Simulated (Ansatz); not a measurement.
CH3Cl3Zr, SMILES `[CH3][Zr]([Cl])([Cl])[Cl]`. The species carries charge 0 and has multiplicity 1. Correlated methods include outer-core shells of Zr, which these sets cover unevenly. Zr takes the def2 core potential.

| atom | x (Å) | y (Å) | z (Å) |
| --- | --- | --- | --- |
| C1 | 0.831 | 0.272 | 0.788 |
| Zr2 | -0.705 | -0.231 | -0.668 |
| Cl3 | -2.575 | -0.831 | 0.584 |
| Cl4 | -1.026 | 1.704 | -1.925 |
| Cl5 | 0.172 | -1.996 | -1.909 |
| H6 | 1.046 | -0.590 | 1.429 |
| H7 | 0.500 | 1.103 | 1.421 |
| H8 | 1.756 | 0.569 | 0.281 |

(1) Give the diagnostics of a CCSD(T)/def2-TZVPP run (frozen core, Ansatz). (An estimate is asked.)

## Answers

(1) Ansatz gave: T1 = 0.0148, largest single amplitude 0.033, largest double 0.024, (T) share of the correlation energy 4.4 %, 10 CCSD cycles. The RHF solution is stable towards an unrestricted one. T1 lies under the customary mark of 0.02 for closed shells.
